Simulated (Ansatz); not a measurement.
The same path of a periodic cell of 13 atoms, KAl₁₂ (surface Al(111), adsorbate K) was run twice with different band settings.

The calculation used DFT PBE, scalar-relativistic, plane waves, PAW (Ansatz). Settings: cutoff 420 eV, k mesh 3x3x1, gaussian smearing 0.1 eV, no spin polarisation.

Relaxed end points:

```xyz
13
Lattice="5.7276 0.0000 0.0000 2.8638 4.9602 0.0000 0.0000 0.0000 15.6765" Properties=species:S:1:pos:R:3
Al 1.432 0.827 1.000
Al 4.296 0.827 1.000
Al 2.864 3.307 1.000
Al 5.728 3.307 1.000
Al -0.011 1.654 3.382
Al 2.874 1.657 3.367
Al 1.432 4.134 3.339
Al 4.293 4.124 3.375
Al 0.022 0.013 5.719
Al 2.842 0.019 5.694
Al 1.437 2.448 5.675
Al 4.307 2.482 5.827
K 4.183 -0.950 8.624
```

```xyz
13
Lattice="5.7276 0.0000 0.0000 2.8638 4.9602 0.0000 0.0000 0.0000 15.6765" Properties=species:S:1:pos:R:3
Al 1.432 0.827 1.000
Al 4.296 0.827 1.000
Al 2.864 3.307 1.000
Al 5.728 3.307 1.000
Al -0.003 1.644 3.375
Al 2.864 1.654 3.339
Al 1.442 4.137 3.367
Al 4.284 4.134 3.382
Al 0.012 0.002 5.827
Al 2.869 -0.032 5.675
Al 1.410 2.499 5.694
Al 4.318 2.493 5.719
K 5.615 -3.430 8.624
```

Common settings: climbing image yes; spring 5.0 eV/Å²; optimiser quadratic models (default); end points relaxed; atoms held 1 to 4.

| run | movable images | start path | force threshold | iteration limit |
| --- | --- | --- | --- | --- |
| 1 | 5 | IDPP | 0.03 eV/Å | 46 |
| 2 | 1 | default | 0.05 eV/Å | 50 |

(1) What does each run give, and how far can it be trusted?

## Answers

(1) Run 1: converged after 13 iterations, highest image 0.008 eV above the first end. By the program's own check the climbing image is of a kind that is not told: the force calls were inconclusive, a negative curvature could not be distinguished from the path's own, the only one lies far off the path, or fixed occupations may fill a level only in part (lowest curvatures found: 0.00 and 0.02 eV/Å²).
Run 2: converged after 11 iterations, highest image 0.009 eV above the first end. The order of the stationary point at the top wasn't checked. So few images can step over the top or miss a turn of the path.
Limits of this set-up: coarse k mesh, thin slab, slab without dipole correction.
